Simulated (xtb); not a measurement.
Zn(Br)(OMe) (CH₃BrOZn), SMILES C[O][Zn][Br]. All values are semi-empirical tight-binding results from xtb (GFN2-xTB unless named), good for trends rather than for accurate numbers. Coordinates come from a GFN2-xTB optimisation. The structure was generated by enumeration; whether it is a known compound was not checked. Other conformers were not sampled.

For metal compounds this method's bond lengths and energies can be far off.

Computed properties:
* **point group as xtb finds it**: Cs
* **orbital gap**: 3.12 eV
* **zero-point energy**: 25.3 kcal/mol
* **G − E(el) at 298.15 K (modified RRHO)**: 4.9 kcal/mol
